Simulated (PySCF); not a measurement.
[MoO2S2]2- (charge -2 and singlet state).
Bonds: Mo1–O2, Mo1–O3, Mo1–S4, Mo1–S5.

Computed, not measured: PBE0-D3(BJ)/def2-SVP geometry optimisation, gas phase, def2 core potentials past Kr (PySCF 2.14.0).

(1) Give the optimised bond lengths and angles.

Results:

(1) 
```tsv
bond	length (Å)
Mo1–O2, Mo1–O3	1.724
Mo1–S4, Mo1–S5	2.252
```

Bonds in one row agree within 0.01 Å and their mean is given. A selection of angles:
```tsv
angle	degrees
O2–Mo1–O3	107.8
O2–Mo1–S4	109.3
S4–Mo1–S5	112.2
```

Mo1 (molybdenum bonded to 2 O and 2 S) is tetrahedral (angles from 107.8° to 112.2°).

Point group: C2v (tolerance 0.08 Å). PBE0-D3(BJ)/def2-SVP frequencies: not computed here. Whether so highly charged an anion holds all its electrons in the gas phase wasn't checked; a finite basis holds them in any case. No counter-ion or solvent screens the charge of this multiply charged ion. The geometry's basis has no diffuse functions, a weakness for an anion.
